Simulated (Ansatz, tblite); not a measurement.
Isomers of TiSi$_{6}$⁺ (doublet), found by a short tight-binding search and relaxed with PBE0-D4/def2-SVP in Ansatz.

The xTB rows come from tblite.

Run but left out: HF/STO-3G (A: a determinant that CCSD turns far, T1 0.075); HF/def2-SVP, HF/def2-TZVP, LC-ωPBE/def2-TZVP, PBE-QIDH/def2-TZVP, MP2/def2-SVP, MP2/def2-TZVP, CCSD/def2-SVP, CCSD(T)/def2-SVP (A: ⟨S²⟩ 1.15 to 2.33, where a pure state has 0.75); HF/def2-SVP, MP2/def2-SVP, CCSD/def2-SVP, CCSD(T)/def2-SVP (flagged by the program: large difference).

A: At PBE-D4/def2-SVP, PBE-D4/def2-TZVP, revPBE-D4/def2-TZVP, r2SCAN-D4/def2-TZVP and others the charge 1 doublet is spin-contaminated (final ⟨S²⟩ up to 1.03, 0.75 for a pure state). B: At r2SCAN-D4/def2-TZVP, PBE0-D4/def2-SVP, PBE0-D4/def2-TZVP the charge 1 doublet is spin-contaminated (final ⟨S²⟩ up to 0.88, 0.75 for a pure state). C: At r2SCAN-D4/def2-TZVP, PBE0-D4/def2-SVP, PBE0-D4/def2-TZVP the charge 1 doublet is spin-contaminated (final ⟨S²⟩ up to 0.94, 0.75 for a pure state). D: At PBE0-D4/def2-SVP, PBE0-D4/def2-TZVP the charge 1 doublet is spin-contaminated (final ⟨S²⟩ up to 0.86, 0.75 for a pure state).

Other spin states weren't relaxed.

A:

```xyz
7

Ti   -0.309   -1.156   -1.096
Si   -1.242    0.199    0.937
Si   -1.966    1.564   -0.754
Si    0.310    1.321   -0.846
Si   -0.329   -1.564    2.082
Si    2.266    0.152   -1.142
Si    1.271   -0.516    0.820
```

B:

```xyz
7

Ti    0.2698   -1.0554    1.2591
Si   -0.8608   -0.5527   -1.2832
Si    2.4541    1.6132   -0.3004
Si   -1.5476    0.6616    0.9672
Si   -2.1362   -1.5261    0.4802
Si    0.1306    1.4072   -0.5375
Si    1.6900   -0.5478   -0.5854
```

C:

```xyz
7

Ti   -1.488    1.305    0.051
Si   -0.780   -0.797    1.156
Si   -0.731   -0.644   -1.279
Si    0.556    1.359    1.517
Si    0.614    1.536   -1.310
Si    1.378   -0.290    0.010
Si    0.451   -2.470   -0.145
```

D:

Cartesian coordinates in Å:
```
Ti -0.444 1.788 -0.404
Si -1.916 0.546 1.118
Si 0.417 -2.325 -0.384
Si -1.262 -0.672 -0.777
Si 0.302 -0.477 1.164
Si 1.802 1.324 0.468
Si 1.102 -0.184 -1.186
```

Estimate their order by electronic energy at PBE0-D4/def2-TZVP, counted from the lowest.

C (0.0) < D (4.7) < A (16.4) < B (18.2), in kcal/mol.

Do the other levels pick the same lowest one?

Not GFN2-xTB. Energies above each level's lowest (kcal/mol):

```csv
level,A,B,C,D
GFN2-xTB,0.0,16.3,17.7,20.6
PBE-D4/def2-SVP,18.8,14.9,0.0,2.9
PBE-D4/def2-TZVP,19.6,16.0,0.0,3.6
revPBE-D4/def2-TZVP,19.5,17.1,0.0,5.0
r2SCAN-D4/def2-TZVP,16.1,15.4,0.0,1.7
PBE0-D4/def2-SVP,15.1,16.9,0.0,3.8
PBE0-D4/def2-TZVP,16.4,18.2,0.0,4.7
```
Point groups (tolerance 0.1 Å): A Cs, B not assigned, C Cs, D Cs. Lower isomers may exist.
